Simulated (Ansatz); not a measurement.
Geometry optimisation, RKS B3LYP/def2-mTZVP in Ansatz 0.2.0.

input.yaml

```yaml
crystal:
  periodic: [false, false, false]
  atoms:
    - { symbol: B, position_ang: [-1.0982, 1.429, 0.4806] }
    - { symbol: Si, position_ang: [-0.0236, 0.014, -0.1444] }
    - { symbol: C, position_ang: [1.6682, 0.2327, 0.5342] }
    - { symbol: C, position_ang: [-0.6526, -1.5964, 0.4436] }
    - { symbol: "N", position_ang: [0.0546, 0.0123, -1.9494] }
    - { symbol: H, position_ang: [-2.1109, 1.2606, 1.1098] }
    - { symbol: H, position_ang: [-0.8392, 2.5908, 0.2022] }
    - { symbol: H, position_ang: [2.1611, 1.2132, 0.1923] }
    - { symbol: H, position_ang: [1.6619, 0.2422, 1.6987] }
    - { symbol: H, position_ang: [2.3474, -0.6003, 0.2223] }
    - { symbol: H, position_ang: [-1.7598, -1.7358, 0.0591] }
    - { symbol: H, position_ang: [-0.7489, -1.6033, 1.5727] }
    - { symbol: H, position_ang: [-0.1302, -2.4125, 0.0826] }
    - { symbol: H, position_ang: [1.07165, 0.08347, -2.17211] }
    - { symbol: H, position_ang: [-0.25417, -0.9381, -2.24191] }
basis:
  gaussian: { orbitals: def2-mTZVP }
hamiltonian:
  xc: b3lyp
relax:
  f_tol: 0.015
  max_steps: 40
```

Run as:

```bash
$ ansatz run input.yaml --threads 2 --pin off --max-ram 3072MiB --backend cpu --events-out ev --progress --plain --runs-dir out
```

Where does it end, and by what steps?

It converged. The force dipped under the threshold on the way, but the program's further checks kept it going. After 19 steps the energy has fallen by 0.847 eV; H14 moved furthest, 1.10 Å.

```
step  energy less start (eV)  largest force component (eV/Å)  accepted
   0                  0.0000                           3.929       yes
   1                 -0.5912                           1.524       yes
   2                 -0.7104                           1.641       yes
   3                 -0.7653                           0.280       yes
   4                 -0.7822                           0.438       yes
   5                 -0.8061                           0.166       yes
   6                 -0.8223                           0.127       yes
   7                 -0.8323                           0.045       yes
   8                 -0.8343                           0.076       yes
   9                 -0.8318                           0.270        no
  10                 -0.8360                           0.105       yes
  11                 -0.8370                           0.196       yes
  12                 -0.8373                           0.198       yes
  13                 -0.8421                           0.197       yes
  14                 -0.8424                           0.200       yes
  15                 -0.8433                           0.194       yes
  16                 -0.8459                           0.052       yes
  17                 -0.8466                           0.041       yes
  18                 -0.8470                           0.007       yes
  19                 -0.8471                           0.012       yes
```

```xyz
15
Properties=species:S:1:pos:R:3
B -1.082 1.565 0.372
Si 0.002 -0.056 -0.140
C 1.711 0.144 0.677
C -0.730 -1.691 0.462
N 0.038 -0.134 -1.885
H -1.673 1.635 1.406
H -1.130 2.534 -0.324
H 2.221 1.050 0.343
H 1.642 0.186 1.768
H 2.356 -0.704 0.425
H -1.738 -1.847 0.075
H -0.782 -1.722 1.553
H -0.121 -2.542 0.143
H 0.196 0.707 -2.423
H 0.436 -0.934 -2.361
```

Time of the run: 70 s on 2 threads of Intel(R) Xeon(R) Platinum 8488C (Sapphire Rapids), with other jobs on the host, peak memory 0.33 GiB.
